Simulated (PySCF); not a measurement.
# Correlation energy of Tc (technetium, neutral)

[Kr] 4d5 5s2, high-spin 6S determinant. Computed with PySCF 2.14 in x2c-TZVPPall with one added diffuse shell each of s, p, d, f type (9s7p7d3f1g, 95 functions), with the spin-free X2C one-electron Hamiltonian (Gaussian nucleus). Frozen: [Kr]; 7 electrons correlated.

```tsv
level	correlation energy (mhartree)
CCSD	-133.09
(T)	-5.29
CCSD(T)	-138.38
```

Diagnostics: T1 = 0.028, D1 = 0.1014, largest double amplitude 0.060.

Is a single reference adequate?

Yes, within this model without spin-orbit coupling: T1 lies below 0.03 and no double amplitude reaches 0.07.
